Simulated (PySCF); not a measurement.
## How methods differ on the excitation energy of Cd

Cd [Kr] 4d10 5s2 (1S) → Cd [Kr] 4d10 5s1 5p1 (3P), as a difference of total energies. Computed with PySCF 2.14 in x2c-QZVPPall (13s8p7d4f2g, 118 functions), with scalar relativity by spin-free X2C-1e. Correlated levels: valence: [Kr] frozen; valence and next inner shell: [Ar] 3d10 frozen. The calculations carry no spin-orbit coupling.

| method | excitation energy (cm⁻¹) | error (cm⁻¹) |
| --- | --- | --- |
| UHF | 20130 | -11117 |
| LDA | 33972 | +2725 |
| PBE | 31974 | +728 |
| PBE0 | 29636 | -1611 |
| r2SCAN | 29577 | -1670 |
| M06-L | 32964 | +1718 |
| M06 | 35168 | +3921 |
| M06-2X | 30350 | -896 |
| MP2 (valence) | 31253 | +6 |
| SCS-MP2 (valence) | 31720 | +474 |
| MP2 (valence and next inner shell) | 31957 | +710 |
| SCS-MP2 (valence and next inner shell) | 32188 | +941 |

Reference: 31246 cm⁻¹ (measured; NIST levels, between the centres of gravity of the two terms).

Errors of the correlated levels include the incompleteness of this basis and the frozen core.

The basis was made for the ground configuration and has no added diffuse functions, so the excitation energy can come out too high.
